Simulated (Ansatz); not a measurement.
```yaml
crystal:
  periodic: [false, false, false]
  atoms:
    - {symbol: F, position_ang: [0.803824, 0.779088, 0.976672]}
    - {symbol: Al, position_ang: [0.211306, -0.336735, 0.237633]}
    - {symbol: Cl, position_ang: [1.490190, -1.646158, -0.507778]}
    - {symbol: Zn, position_ang: [0.048464, 1.594757, -1.764642]}
    - {symbol: H, position_ang: [-1.489506, -0.609504, 0.404481]}
basis:
  gaussian: {orbitals: cc-pVTZ, final_grid: {core_spheres: 20, valence_spheres: 16, degree: 47}}
magnetization: {spin_polarized: true, initial_magnetization: 1}
hamiltonian: {xc: {name: B3LYP5}}
output: {forces: true}
```

```sh
$ ansatz run in.yaml --threads 2 --pin off --events-out ev --progress --plain --max-ram 4352MiB
```

Question: How does Ansatz answer? (An estimate is asked.)

Answer: Computed: The program refused the input.
```
Error: a molecule whose nuclei and cores have a total charge of 70 cannot have a net charge of 0 together with 1 unpaired electrons
```

B3LYP here is the variant with VWN-RPA as its local correlation; programs differ in this.
